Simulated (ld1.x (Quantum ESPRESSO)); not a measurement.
silicon (Si): one change to a TM potential, before and after

silicon, norm-conserving Troullier–Martins (Kleinman–Bylander form), made with ld1.x (Quantum ESPRESSO) 7.5 (PBE, non-relativistic). Core [Ne], reference 3s2 3p1.5 (charge +0.5). Waves: 3s (bound): rc 1.75 bohr; 3p (bound): rc 1.55 bohr. Local part: all-electron potential smoothed inside 1.50 bohr (lloc = -1). Core correction: a·sin(br)/r model core, default radius (core density twice the valence density).

Change: core correction a·sin(br)/r model core inside 0.96 bohr.

Cutoffs: the cutoffs (Ry, on a coarse ladder) from which the occupation-weighted sum of valence levels, in a spherical-Bessel basis at the reference potential, stays within 10 and 1 mRy of its value at 400 Ry; they do not see the model core or the augmentation charge, which bear on the density cutoff. Errors are all-electron minus pseudo energies relative to the spin-unpolarised reference configuration.

Task: How do hardness, ghosts and transferability respond?

Result: The potential gets neither clearly harder nor softer (30 Ry and 45 Ry → 30 Ry and 45 Ry); of the 7 tests that both files solve, the error grows in 0 and shrinks in 4 by more than 15 % and 0.3 meV (median size 4.5 → 1.1 meV); neither file shows a bound ghost. The default core radius of the base comes out at 1.13 bohr. A model core, the more so a compact one, raises the density cutoff, which this test does not measure.

```tsv
quantity	base	changed
cutoff, loose	30 Ry	30 Ry
cutoff, tight	45 Ry	45 Ry
bound ghosts	none	none
error for 3s2 3p2, meV [ΔE -2.93 eV]	+0.7	+0.7
error for 3s2 3p1, meV [ΔE 4.82 eV]	+1.2	+1.1
error for 3s2 3p0, meV [ΔE 20.83 eV]	+16	+15
error for 3s1 3p3, meV [ΔE 3.83 eV]	+0.8	-0.2
error for 3s0 3p4, meV [ΔE 10.74 eV]	+4.5	0.0
error for 3s1 3p2, meV [ΔE 12.19 eV]	+5.4	+3.6
error for 3s1 3p0, meV [ΔE 54.73 eV]	+71	+53
s: phases at 1.90 bohr within 0.05 rad from the reference energy up to (Ry; the scan ends near 5)	2.0	2.0
p: phases at 1.90 bohr within 0.05 rad from the reference energy up to (Ry; the scan ends near 5)	3.1	3.1
```
